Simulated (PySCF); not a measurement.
VF3, SMILES [F][V]([F])[F] (connectivity only; charge and spin as stated), neutral, multiplicity 3.

Geometry optimised at PBE-D3(BJ)/def2-SVP. The multiplicity is an assumed one; other spin states were not compared.

Two levels are set side by side: PBE/def2-TZVPD (PySCF) and CAM-B3LYP/def2-TZVPD (PySCF). Same geometry, gas phase. Differences are taken from unrounded values.

```tsv
quantity	CAM-B3LYP	PBE	PBE minus CAM-B3LYP
α-spin orbital gap (eV)	7.50	0.50	-7.00
β-spin orbital gap (eV)	11.59	5.92	-5.67
dipole moment (D)	0.81	0.74	-0.07
mean polarisability (bohr³)	30.1	35.2	5.1
```

PBE's more diffuse valence density responds more strongly to a field. Differences between two approximate levels are no errors against the true value.

Rough cost on one machine, each run with all the roots and properties that it gave: CAM-B3LYP against PBE within a factor of 2.
